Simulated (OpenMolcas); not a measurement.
## Cu⁶⁺: Racah parameters, worked from levels

```yaml
Program: OpenMolcas
Basis: ANO-RCC-VTZP [6s5p3d2f1g]
Scalar_Hamiltonian: DKH2, point nucleus
Active_space: 5 electrons in 10 orbitals (3d 4d)
State_averaging: 2S+1 = 6 even, 1 root; 2S+1 = 4 even, 24 roots; 2S+1 = 2 even, 52 roots
Spin-orbit_coupling: state interaction with AMFI integrals over the reference wave functions, term energies averaged over their components
```

Methods: CASSCF; MS-CASPT2, IPEA 0.25 Eh, imaginary shift 0.1 Eh (closed shells correlated: 3s 3p).

**Racah parameters.** Above 6S, d5 has 4D at 17B + 5C, 4G at 10B + 5C and 4P at 7B + 7C. The first two fix B and C, and the third tests them; where it misses by thousands of cm-1, two parameters do not describe the configuration (Trees and configuration-interaction terms are left out) and B and C hang on the terms chosen. Term energies are centres of gravity, weighted by 2J + 1.

```csv
Source,4D,4G,B,C,C/B,"4P from B, C",4P found
CASSCF,62853,50385,1781,6515,3.66,58072,57567
MS-CASPT2,57758,47999,1394,6812,4.89,57442,52758
```

Energies in cm-1. From CASSCF to MS-CASPT2, B changes by -21.7 % and C by +4.6 %.

CASPT2 breaks the degeneracy within a term, and the mean is taken; among the terms shown or strongly mixed into the levels shown the widest spread is 200 cm-1 (3d5 4G, MS-CASPT2). Active for correlation alone: 4d; no level in the range computed is led by a configuration that fills it, so any true level of that kind is missing. Without dynamic correlation excited terms often stand tens of per cent too high (terms of higher spin than the ground term too low), and those without a measured partner can miss by more than the paired ones (holds for CASSCF). Only configurations of the active space appear.
